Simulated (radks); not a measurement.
Zn1.5+, configuration [Ar] 4s(up 0.5, down 0.5) 3d(up 4.75, down 4.75) (fractional occupations, a model configuration). Calculated with a radial shooting solver on a logarithmic mesh with Libxc functionals: scalar-relativistic Kohn-Sham, PBE, spin-polarised, spherical densities, finite nucleus; Fermi nuclear charge, rms radius 3.9283 fm. Some entries of the table are withheld. Estimate them.

| orbital | occ. | eigenvalue (hartree) | <1/r> (bohr^-1) |
|---|---|---|---|
| 1s | 2 | (1) | (2) |
| 2s | 2 | -43.26863 | (3) |
| 2p | 6 | (4) | (5) |
| 3s | 2 | -5.44173 | 2.093 |
| 3p | 6 | -3.75496 | 1.940 |
| 3d | 9.5 | -1.04485 | 1.554 |
| 4s | 1 | -0.71484 | 0.5773 |

Answer. 
(1) 1s eigenvalue (hartree): -350.7595
(2) 1s <1/r> (bohr^-1): 30.23
(3) 2s <1/r> (bohr^-1): 6.586
(4) 2p eigenvalue (hartree): -37.59810
(5) 2p <1/r> (bohr^-1): 6.462
